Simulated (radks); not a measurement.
Task: Radial electron density D(r) = 4 pi r^2 rho(r) of an atom or ion with 14 electrons. Method: Dirac Kohn-Sham, PBE, spin-unpolarised, spherical densities, point nucleus; computed with a radial shooting solver on a logarithmic mesh with Libxc functionals.

r (bohr)  D(r) (e/bohr)
0.003977         0.4885
0.005056         0.7601
0.006428          1.172
0.008171          1.785
0.01039           2.678
0.01321           3.942
0.01679           5.663
0.02134           7.889
0.02713           10.57
0.03449           13.49
0.04384           16.18
0.05574           18.00
0.07085           18.30
0.09007           16.86
0.1145            14.35
0.1444            12.36
0.1836            12.30
0.2334            14.51
0.2967            17.11
0.3771            17.29
0.4794            13.83
0.6095            8.451
0.7748            4.278
0.985             2.803
1.252             2.917
1.592             2.746
2.024             1.768
2.572            0.7303
3.27             0.1862
4.157           0.02684
5.285          0.001897

What is the nuclear charge?

Result: Z = 16. The innermost maximum, from 1s, lies near gamma/Z bohr with gamma = sqrt(1 - (Z/c)^2) = 0.993, here 0.0621 bohr (found: 0.0654), and its height grows with Z. The density is that of the sulfur ion S2+ in [Ne] 3s2 3p2; the configuration itself is not fixed sharply by these data, and Z only to about a unit. D(r) has 3 maxima, at r = 0.0654, 0.340, 1.36 bohr, and minima at 0.164, 1.04 bohr, inside which lie 2.19, 10.41 electrons.
